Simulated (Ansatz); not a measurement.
One change: `COC1=CCCCC1` becomes `N#CC1=CCCCC1`.

Ansatz, PBE0-D4/def2-TZVP geometries, multiplicity 1. Each molecule was computed in one conformer, which needn't be the lowest.

| property | `COC1=CCCCC1` |
| --- | --- |
| size of the dipole moment (ωB97M-V/def2-TZVPP) / D | 0.58 |
| HOMO–LUMO gap (PBE/def2-TZVPP) / eV | 5.05 |
| HOMO energy (PBE0/def2-TZVPP) / eV | -6.10 |
| HOMO–LUMO gap (PBE0/def2-TZVPP) / eV | 7.12 |
| HOMO–LUMO gap (ωB97M-V/def2-TZVPP) / eV | 10.87 |
| size of the dipole moment (PBE/def2-TZVPP) / D | 0.52 |

(1) Give the same properties after the change, and the shifts. (An estimate is asked.)

Results:

(1) Ansatz gave: 
| property | `N#CC1=CCCCC1` | shift |
| --- | --- | --- |
| size of the dipole moment (ωB97M-V/def2-TZVPP) / D | 4.91 | 4.33 |
| HOMO–LUMO gap (PBE/def2-TZVPP) / eV | 4.45 | -0.60 |
| HOMO energy (PBE0/def2-TZVPP) / eV | -7.52 | -1.42 |
| HOMO–LUMO gap (PBE0/def2-TZVPP) / eV | 6.49 | -0.63 |
| HOMO–LUMO gap (ωB97M-V/def2-TZVPP) / eV | 10.72 | -0.15 |
| size of the dipole moment (PBE/def2-TZVPP) / D | 4.90 | 4.38 |

With PBE0 the HOMO falls by 1.42 eV and the LUMO falls by 2.05 eV, so the gap narrows by about 0.63 eV. PBE moves the HOMO by -1.48 eV and ωB97M-V by -1.34 eV. Dipoles are sizes alone; their direction can turn.

Positive LUMOs are unbound, so they and the gaps depend on the basis.
